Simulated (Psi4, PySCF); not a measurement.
Psi4 was given this input:
```
memory 2 GB

molecule mol {
-1 2
Zn    0.155331    0.307633    0.313275
F    -0.496055    0.686220   -1.581878
F    -0.021715   -1.711663    0.537628
}

set {
  basis 6-31g*
  reference uks
  scf_type pk
  puream true
  d_convergence 1e-8
  dft_radial_points 99
  dft_spherical_points 590
}

energy('pbe')
print_variables()
```

Task: Give the equivalent PySCF input.

Result: One answer among several that fit: 
```python
from pyscf import gto, scf, dft

mol = gto.Mole()
mol.atom = '''
    Zn    0.155331    0.307633    0.313275
    F    -0.496055    0.686220   -1.581878
    F    -0.021715   -1.711663    0.537628
'''
mol.basis = '6-31g*'
mol.charge = -1
mol.spin = 1
mol.verbose = 4
mol.build()

mf = dft.UKS(mol)
mf.xc = 'pbe'
mf.grids.atom_grid = (99, 590)
mf.grids.prune = None
mf.kernel()
```

Both were run: Psi4 gave -1978.312593 Eh and PySCF -1978.312569 Eh, 0.024 mEh apart.
